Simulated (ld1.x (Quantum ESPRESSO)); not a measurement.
**Cr: excitation energies, all-electron against PAW**

- Element: chromium
- Generator: ld1.x (Quantum ESPRESSO) 7.5
- Type: PAW
- Functional: PBEsol
- Relativity: scalar-relativistic
- Frozen core: [Ne] 3s2
- Valence charge: 12
- Reference configuration: 3p6 3d4 4s0 4p0 (charge +2)
- Partial waves: 4s (bound, empty): rcut 2.20, rcutus 2.70 bohr; 4s channel at 2.75 Ry: rcut 2.20, rcutus 2.70 bohr; 3p (bound): rcut 1.45, rcutus 1.90 bohr; 4p (bound, empty): rcut 1.45, rcutus 1.90 bohr; 3d (bound): rcut 1.00, rcutus 1.12 bohr; 3d channel at -0.8 Ry: rcut 1.00, rcutus 1.12 bohr
- Local potential: all-electron potential smoothed inside 1.35 bohr (lloc = -1)
- Core correction: a·sin(br)/r model core, default radius (core density twice the valence density)
- Augmentation charge: BESSEL, radius 0.80 bohr

Energies are relative to the spin-unpolarised reference configuration 3p6 3d4 4s0 4p0; without spin polarisation the order of configurations can differ from experiment.

Question: Give the all-electron excitation energy and the error of the potential for: 3p6 3d5 4s1 4p0; 3p6 3d5 4s0 4p0; 3p6 3d3 4s0 4p0; 3p6 3d4 4s1 4p0; 3p6 3d4 4s1 4p1; 3p6 3d5 4s0.5 4p0; 3p6 3d5.5 4s0.5 4p0.

Answer:

```json
{"valence configuration": "3p6 3d5 4s1 4p0", "charge": "0", "ΔE all-electron (eV)": "-22.887", "error AE − PS (meV)": "+13"}
{"valence configuration": "3p6 3d5 4s0 4p0", "charge": "+1", "ΔE all-electron (eV)": "-16.014", "error AE − PS (meV)": "-15"}
{"valence configuration": "3p6 3d3 4s0 4p0", "charge": "+3", "ΔE all-electron (eV)": "30.705", "error AE − PS (meV)": "-54"}
{"valence configuration": "3p6 3d4 4s1 4p0", "charge": "+1", "ΔE all-electron (eV)": "-14.877", "error AE − PS (meV)": "+37"}
{"valence configuration": "3p6 3d4 4s1 4p1", "charge": "0", "ΔE all-electron (eV)": "-19.351", "error AE − PS (meV)": "+27"}
{"valence configuration": "3p6 3d5 4s0.5 4p0", "charge": "+0.5", "ΔE all-electron (eV)": "-20.180", "error AE − PS (meV)": "-1.2"}
{"valence configuration": "3p6 3d5.5 4s0.5 4p0", "charge": "0", "ΔE all-electron (eV)": "-22.164", "error AE − PS (meV)": "-7.5"}
```

Levels in the configuration 3p6 3d5.5 4s0.5 4p0:

```tsv
level	all-electron (eV)	pseudo (eV)
3p	-44.047	-44.034
3d	-1.942	-1.937
4s	-3.708	-3.732
```

Note: ghost state, extra bound levels that the all-electron valence spectrum of the same l lacks: s at -119.2 eV. A true bound ghost makes a file unfit for plane-wave use.
